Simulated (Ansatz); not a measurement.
Abridged output of a molecular run in Ansatz:

```
Functional definition: HF
1583 factors; integrals over basis functions are off by at most 1.3e-3 eV
mean field evaluation 1: about -6376.5828 eV, gradient 4.8e1 eV
mean field evaluation 2: about -6376.7856 eV, gradient 4.8e1 eV
mean field evaluation 4: about -6381.8212 eV, gradient 4.4e0 eV
mean field evaluation 8: about -6381.8894 eV, gradient 2.8e-1 eV
mean field -6381.88971061 eV, -234.5301210646 hartree, gradient 2.2e-6 eV, S^2 0.000000; 0 other end points of the search recorded, 0 dependent functions left out
5 core orbitals not correlated: weight in the atoms' cores, before any rotation towards them, 1.000 or more for the frozen orbitals, at most 0.000 for the correlated occupied ones
reference -6381.88971061 eV, -234.5301210646 hartree; 15, 15 occupied and 247, 247 virtual orbitals, 1583 factors
second order -24.67646274 eV of doubles, -0.00000000 eV of singles
cycle   1  -25.12518834 eV  change   -4.5e-1 eV  update   9.7e-2
cycle   2  -25.68011759 eV  change   -5.5e-1 eV  update   2.7e-2
cycle   3  -25.79557121 eV  change   -1.2e-1 eV  update   1.4e-2
cycle   4  -25.78529453 eV  change    1.0e-2 eV  update   3.6e-3
cycle   5  -25.78525099 eV  change    4.4e-5 eV  update   1.8e-3
cycle   6  -25.78567640 eV  change   -4.3e-4 eV  update   5.2e-4
cycle   7  -25.78536729 eV  change    3.1e-4 eV  update   1.8e-4
cycle   8  -25.78533629 eV  change    3.1e-5 eV  update   5.5e-5
cycle   9  -25.78535143 eV  change   -1.5e-5 eV  update   1.8e-5
perturbative correction -0.97346038 eV, -0.0357740090 hartree
Total energy: -6408.64852241 eV, -235.5134892605 hartree
```

Its atoms:

Z-matrix (Å, degrees):
```
C
C 1 1.522
N 1 1.462 2 110.0
B 1 1.572 2 113.8 3 124.5
H 1 1.112 2 106.9 3 -122.0
H 2 1.095 1 111.0 3 60.4
H 2 1.091 1 111.1 3 -179.4
H 2 1.092 1 110.4 3 -59.0
H 3 1.012 1 111.1 2 174.5
H 3 1.013 1 111.0 2 -66.1
O 4 1.353 1 119.3 2 30.6
H 4 1.207 1 121.1 2 -152.2
H 11 0.960 4 113.3 1 176.9
```

(1) Which basis set was used?
A. def2-TZVPP
B. def2-SVP
C. def2-QZVPP
D. cc-pV(Q+d)Z

(2) Write the keys of the input that set method, charge and spin (a neutral closed shell needs none for the last two).

## Answers

(1) A. It gives 267 functions.

(2) 
```yaml
correlation: {method: ccsd_t}
```
